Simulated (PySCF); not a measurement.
C₄H₇BO, SMILES B1(CC(O1)=C)C. Heavy atoms are numbered as in [CH2:1]=[C:2]1[CH2:3][B:4]([CH3:5])[O:6]1. Hydrogens are named by the atom that carries them.

Geometry: B3LYP-D3(BJ)/def2-SVP. This is a generated structure with no PubChem entry under its InChIKey; it may be hypothetical.

All values below come from CAM-B3LYP/def2-TZVP run with PySCF.

ESP charges are fitted to the potential on shells at 1.4 to 2.0 van der Waals radii. Atomic charges (e), one atom of each kind:

| atom | IAO | ESP fit |
|---|---|---|
| C1 (CH2) | -0.39 | -0.84 |
| C2 | 0.24 | 0.63 |
| C3 (CH2) | -0.47 | -0.79 |
| B4 | 0.47 | 0.77 |
| C5 (CH3) | -0.59 | -0.78 |
| O6 | -0.40 | -0.50 |
| H on C1 | 0.16 | 0.28 |
| H on C3 | 0.16 | 0.20 |
| H on C5 | 0.16 | 0.18 |

Computed Mayer and Wiberg (Löwdin basis) orders of the bonds:
```tsv
bond	Mayer	Wiberg
C1–C2	1.85	2.12
C2–C3	0.92	1.11
C3–B4	1.04	1.14
B4–C5	1.04	1.35
C2–O6	0.97	1.32
B4–O6	1.26	1.72
```
